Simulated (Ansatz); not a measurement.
Energy profile

The step: Si₂H₆ ([SiH3][SiH3]) + CH₄ → CH₈Si₂ ([CH3][SiH2][SiH3]) + H₂; bonds formed: Si1–C7, H2–H6; bonds broken: Si1–H2, H6–C7 (atoms numbered as in the saddle structure below).

```
atom    x (Å)    y (Å)    z (Å)
 Si1  -0.7444   0.0299   0.3029
  H2  -0.1690  -1.5457  -0.1561
  H3  -2.0399  -0.6307   0.6127
  H4  -1.1490   1.4982   0.2294
 Si5   1.0310  -0.0593   1.8166
  H6  -0.1940  -0.7860  -1.0211
  C7  -0.2931   0.3108  -1.7981
  H8   2.2885   0.0099   1.0193
  H9   1.0147  -1.3481   2.5566
 H10   1.0345   1.0723   2.7857
 H11   0.0660  -0.3622  -2.5890
 H12   0.4279   1.1186  -1.6755
 H13  -1.2732   0.6923  -2.0833
```

Electronic energies by CCSD(T) at an estimated basis limit (MP2 extrapolated from triple and quadruple zeta, plus CCSD(T) − MP2 in triple zeta), on PBE0-D4/def2-TZVP structures; CH$_{10}$Si$_{2}$, closed shell; no counterpoise correction. Ansatz 0.2.0; basis: def2-TZVPP and def2-QZVPP; cores frozen in the correlated methods. Extrapolation: Hartree–Fock as exp(−7.88 √X), correlation as X^−2.97.

(1) Give the profile in kcal/mol, counted from the separated reactants. (Judge from chemistry; the value comes from the calculation.)

T1 diagnostic: at most 0.013.

## Answers

(1) By the calculation:
```tsv
point	kcal/mol
separated: Si$_{2}$H$_{6}$ (linked as [SiH3][SiH3]; Si1, H2, H3, H4, Si5, H8, H9, H10; singlet) + CH$_{4}$ (H6, C7, H11, H12, H13; singlet)	0.00
start structure	-1.03
saddle	79.38
end structure	6.40
separated: CH$_{8}$Si$_{2}$ (linked as [CH3][SiH2][SiH3]; Si1, H3, H4, Si5, C7, H8, H9, H10, H11, H12, H13; singlet) + H$_{2}$ (H2, H6; singlet)	6.96
```

For scale, one of the runs: CCSD(T)/def2-TZVPP, 255 basis functions, launched by `ansatz run in.yaml --threads 4 --pin off --events-out ev --progress --plain --max-ram 9574MiB`. Hardware: 4 CPU threads of an Intel Xeon, shared host. Wall time 110 s; peak host memory 5.3 GiB.
